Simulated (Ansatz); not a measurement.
Start from `[CH3][Al]([NH2])[Cl]` and change one atom or group to get `[CH3][Al]([NH2])[SiH2]F`.

Ansatz, PBE0-D4/def2-TZVP geometries, multiplicity 1. Each molecule was computed in one conformer, which needn't be the lowest.

```
                                        property  `[CH3][Al]([NH2])[Cl]`
           HOMO energy (ωB97M-V/def2-TZVPP) / eV                  -10.00
             HOMO energy (B3LYP/def2-TZVPP) / eV                   -7.36
size of the dipole moment (B3LYP/def2-TZVPP) / D                    2.32
           HOMO–LUMO gap (B3LYP/def2-TZVPP) / eV                    7.04
               LUMO energy (PBE/def2-TZVPP) / eV                   -0.80
  size of the dipole moment (PBE/def2-TZVPP) / D                    2.31
```

Problem. What does the change do to each property? (Estimate.)

Solution. Computed: 
```json
{"property": "HOMO energy (ωB97M-V/def2-TZVPP) / eV", "`[CH3][Al]([NH2])[SiH2]F`": "-9.31", "shift": "0.69"}
{"property": "HOMO energy (B3LYP/def2-TZVPP) / eV", "`[CH3][Al]([NH2])[SiH2]F`": "-7.09", "shift": "0.27"}
{"property": "size of the dipole moment (B3LYP/def2-TZVPP) / D", "`[CH3][Al]([NH2])[SiH2]F`": "2.72", "shift": "0.40"}
{"property": "HOMO–LUMO gap (B3LYP/def2-TZVPP) / eV", "`[CH3][Al]([NH2])[SiH2]F`": "5.88", "shift": "-1.16"}
{"property": "LUMO energy (PBE/def2-TZVPP) / eV", "`[CH3][Al]([NH2])[SiH2]F`": "-1.80", "shift": "-1.00"}
{"property": "size of the dipole moment (PBE/def2-TZVPP) / D", "`[CH3][Al]([NH2])[SiH2]F`": "2.68", "shift": "0.37"}
```

With PBE0 the HOMO rises by 0.33 eV and the LUMO falls by 1.03 eV, so the gap narrows by about 1.36 eV. PBE moves the HOMO by 0.09 eV and ωB97M-V by 0.69 eV. Dipoles are sizes alone; their direction can turn.

B3LYP here is the variant with VWN-RPA as its local correlation; programs differ in this.
